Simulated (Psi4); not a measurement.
Level of theory: Psi4 with SAPT0/jun-cc-pVDZ, frozen core.

Psi4 input:

```
molecule {
0 1
C -1.28129670 -0.03717682 -0.18395801
C 0.03589397 0.62042110 0.16367952
C 1.26412529 -0.26062731 0.10525271
O 0.10317321 1.78747063 0.47183275
H -1.47607100 -0.87128443 0.49506562
H -1.24024682 -0.45458348 -1.19325037
H -2.08949101 0.68704919 -0.11750414
H 1.38588709 -0.67012823 -0.90084339
H 1.15040083 -1.11212253 0.78100729
H 2.14762514 0.31098190 0.37871801
--
0 1
Si -1.65793329 4.17634568 -0.00599381
Si -2.07202603 3.68329939 2.24821228
H -2.36555966 5.41919424 -0.39921256
H -0.20448839 4.36662709 -0.23252080
H -2.13116117 3.06784424 -0.87046069
H -1.59878059 4.79178602 3.11268831
H -1.36448084 2.44041931 2.64147378
H -3.52549139 3.49309455 2.47467799
units angstrom
symmetry c1
no_reorient
no_com
}
set basis jun-cc-pvdz
set scf_type df
set freeze_core true
energy('sapt0')
```

Part of the output:

```
    SAPT Results
  --------------------------------------------------------------------------------------------------------
    Electrostatics                 -8.84643770 [mEh]      -5.55122346 [kcal/mol]     -23.22631897 [kJ/mol]
      Elst10,r                     -8.84643770 [mEh]      -5.55122346 [kcal/mol]     -23.22631897 [kJ/mol]

    Exchange                       14.62066711 [mEh]       9.17460712 [kcal/mol]      38.38655621 [kJ/mol]
      Exch10                       14.62066711 [mEh]       9.17460712 [kcal/mol]      38.38655621 [kJ/mol]
      Exch10(S^2)                  14.54473576 [mEh]       9.12695948 [kcal/mol]      38.18719848 [kJ/mol]

    Induction                      -2.87094453 [mEh]      -1.80154489 [kcal/mol]      -7.53766384 [kJ/mol]
      Ind20,r                      -5.89166406 [mEh]      -3.69707501 [kcal/mol]     -15.46856186 [kJ/mol]
      Exch-Ind20,r                  4.16685295 [mEh]       2.61473970 [kcal/mol]      10.94007092 [kJ/mol]
      delta HF,r (2)               -1.14613343 [mEh]      -0.71920959 [kcal/mol]      -3.00917291 [kJ/mol]

    Dispersion                     -5.86689975 [mEh]      -3.68153518 [kcal/mol]     -15.40354317 [kJ/mol]
      Disp20                       -6.91148300 [mEh]      -4.33702106 [kcal/mol]     -18.14609611 [kJ/mol]
      Exch-Disp20                   1.04458325 [mEh]       0.65548588 [kcal/mol]       2.74255294 [kJ/mol]
      Disp20 (SS)                  -3.45574150 [mEh]      -2.16851053 [kcal/mol]      -9.07304805 [kJ/mol]
      Disp20 (OS)                  -3.45574150 [mEh]      -2.16851053 [kcal/mol]      -9.07304805 [kJ/mol]
      Exch-Disp20 (SS)              0.55664905 [mEh]       0.34930255 [kcal/mol]       1.46148188 [kJ/mol]
      Exch-Disp20 (OS)              0.48793419 [mEh]       0.30618333 [kcal/mol]       1.28107105 [kJ/mol]

  Total HF                          2.90328488 [mEh]       1.82183877 [kcal/mol]       7.62257340 [kJ/mol]
  Total SAPT0                      -2.96361487 [mEh]      -1.85969641 [kcal/mol]      -7.78096977 [kJ/mol]
```
